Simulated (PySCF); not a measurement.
**Question.** Give a GFN2-xTB geometry of `O=C(O)c1ccoc1[O-]`. (Charge -1.)

**Answer.** 
```
atom  x, y, z in Å
O1     2.067    0.897    1.053
C2     1.525    0.241    0.163
O3     2.326   -0.346   -0.788
C4     0.141    0.018    0.007
C5    -0.870    0.533    0.883
C6    -2.056    0.112    0.413
O7    -1.907   -0.650   -0.717
C8    -0.540   -0.729   -1.000
O9    -0.169   -1.364   -1.977
H10    3.238   -0.114   -0.563
H11   -0.689    1.141    1.747
H12   -3.065    0.261    0.754
```

Orientation and origin are arbitrary. Atoms count from 1 in this order. C8 (aromatic carbon bearing oxygen) is planar (angles 133.7°, 119.2° and 107.1°, sum 360.0°, 0.00 Å off the plane of its three neighbours). The 9 heavy atoms lie in one plane (0.001 Å rms). C6 (aromatic CH next to a ring oxygen) is planar (angles 132.4°, 116.1° and 111.5°, sum 360.0°, 0.00 Å off the plane of its three neighbours). The 5 C–O bonds span 1.223 Å (C8–O9, drawn single) to 1.398 Å (O7–C8, aromatic), a spread of 0.175 Å.

Bonds between heavy atoms (Å): O1=C2 1.232, C2–O3 1.375, C2–C4 1.410, C4–C5 1.433, C5–C6 1.343, C6–O7 1.371, O7–C8 1.398, C8–O9 1.223, C4–C8 1.427.

Structure optimised with GFN2-xTB, isolated species.

Point group: Cs (every atom within 0.08 Å of its image). Not checked by GFN2-xTB frequencies. Torsions: O1–C2–O3–H 0°, O1–C2–C4–C5 0°.

One conformer stands for the species.

All values are computed, not measured.
